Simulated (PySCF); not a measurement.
Species: C₆H₄BrF.
Bonds: F1–C2, C2–C3 (aromatic), C3–C4 (aromatic), C4–C5 (aromatic), C5–Br6, C5–C7 (aromatic), C7–C8 (aromatic), C2–C8 (aromatic). Hydrogens: H9 on C3; H10 on C4; H11 on C7; H12 on C8.

A GFN2-xTB structure was refined with PBE0-D3(BJ)/def2-SVP geometry optimisation, gas phase (PySCF 2.14.0). Its GFN2-xTB values:

| coordinate | GFN2-xTB |
| --- | --- |
| F1–C2 | 1.321 Å |
| C2–C3 | 1.375 Å |
| C3–C4 | 1.437 Å |
| C3–H9 | 1.063 Å |
| C4–C5 | 1.362 Å |
| C4–H10 | 1.063 Å |
| C5–Br6 | 1.902 Å |
| F1–C2–C3 | 117.6° |
| C2–C3–C4 | 118.4° |
| C3–C2–C8 | 121.9° |
| C3–C4–C5 | 118.2° |
| C4–C5–Br6 | 118.4° |
| C4–C5–C7 | 123.2° |

Q: How do these coordinates change at the PBE0-D3(BJ)/def2-SVP level?

A: 
```tsv
coordinate	PBE0-D3(BJ)/def2-SVP (Å or °)	change
C3–C4	1.392	-0.045
C4–C5	1.395	+0.033
C3–H9	1.091	+0.028
C4–H10	1.091	+0.028
C5–Br6	1.886	-0.016
C2–C3	1.390	+0.015
F1–C2	1.330	+0.009
C4–C5–C7	120.8	-2.4
F1–C2–C3	119.2	+1.6
C3–C4–C5	119.6	+1.4
C4–C5–Br6	119.6	+1.2
C2–C3–C4	119.3	+0.9
C3–C2–C8	121.5	-0.4
```

The energy falls by 0.132 eV over 7 energy and gradient evaluations, the largest force component goes from 0.0567 to 3.8e-04 Eh/bohr, and the atoms move by 0.022 Å rms after alignment. The bond that changes most is C3–C4 (both ends aromatic CH carbon), which shortens by 0.045 Å. Bonds longer at the end by more than 0.005 Å: 9 of 12; shorter: 3. Rotational constants go from 5697, 625.5, 563.6 to 5664, 621.5, 560.0 MHz.

The run used 150 basis functions and 48 SCF cycles in all. The run took 75 s wall on Arm Neoverse V1, one thread, no GPU, shared host with 64 logical CPUs at a one-minute load of 29, and the process peaked at 0.58 GiB of memory.

Stationary, but not proved a minimum.
